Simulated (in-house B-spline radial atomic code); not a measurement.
A run on an ion of nuclear charge 65 with 64.82 electrons that did not converge. Method: scalar-relativistic (X2C) wB97X, spin-polarised, spherical fractional occupations, Fermi nucleus of rms radius 5.06 fm; computed with a B-spline radial code for spherical atoms.

Command:
```bash
python run_scf.py task.json out
```
Settings (nuclear radius in fm, mass in u):
```
Z                65
configuration    [Xe] 4f9 6s1.82
hamiltonian      x2c
method           wb97x
spin_polarised   True
nucleus          fermi
rms_radius       5.06
atomic_mass      158.92535
speed_of_light   137.035999084
```

First and last ten iterations of the last attempt (damped for 15 steps, keeping 80 % of the old Fock matrix, then DIIS):
```
 iter        energy (Eh)    residual
    1      -11664.565524    7.01e-01
    2      -11670.980670    1.33e+00
    3      -11689.526935    8.69e-01
    4      -11699.469554    5.47e-01
    5      -11704.480997    3.66e-01
    6      -11706.846129    2.46e-01
    7      -11707.899002    1.59e-01
    8      -11708.354141    1.01e-01
    9      -11708.555980    6.51e-02
   10      -11708.653259    5.00e-02
  111      -11707.205422    1.17e-01
  112      -11707.196876    1.18e-01
  113      -11707.194814    1.18e-01
  114      -11707.216199    1.16e-01
  115      -11708.780428    8.37e-03
  116      -11708.780586    8.25e-03
  117      -11707.272997    1.13e-01
  118      -11707.270001    1.13e-01
  119      -11707.270283    1.14e-01
  120      -11707.273855    1.13e-01
 not converged after 120 iterations
```

The smallest residual met was 2.0e-03; the threshold is about 6e-07. No energy from this run should be used. Time taken, with all properties: 45 s on 1 thread of Arm Neoverse V2 (shared host).
